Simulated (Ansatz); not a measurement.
C$_{2}$H$_{2}$BF, SMILES `BC#CF`, relaxed with RKS PBE-D4/def2-SVP in Ansatz 0.2.0 from a rough embedded geometry. The force threshold is 0.03 eV/Å; the program also tests the step.

Total charge 0; spin multiplicity 1.

Start:

```xyz
6

B     0.886   -0.037    0.715
C    -0.267    0.026   -0.191
C    -1.192    0.089   -0.925
F    -2.249    0.060   -1.830
H     1.885    0.657    0.551
H     0.937   -0.795    1.680
```

```json
{"step": "1", "energy (eV)": "-5485.5447", "largest force (eV/Å)": "7.367", "largest move (Å)": "0.000"}
{"step": "2", "energy (eV)": "-5485.9494", "largest force (eV/Å)": "1.570", "largest move (Å)": "0.047"}
{"step": "3", "energy (eV)": "-5485.9985", "largest force (eV/Å)": "0.825", "largest move (Å)": "0.051"}
{"step": "4", "energy (eV)": "-5486.0065", "largest force (eV/Å)": "0.200", "largest move (Å)": "0.035"}
{"step": "5", "energy (eV)": "-5486.0117", "largest force (eV/Å)": "0.012", "largest move (Å)": "0.024"}
```

End:

```xyz
6

B     0.915   -0.038    0.731
C    -0.259    0.011   -0.207
C    -1.222    0.051   -0.976
F    -2.219    0.092   -1.773
H     1.879    0.679    0.542
H     0.906   -0.796    1.683
```

It took 4.4 s on 2 threads of an Arm Neoverse V1 on a shared host, with 0.12 GiB of host memory at the peak.
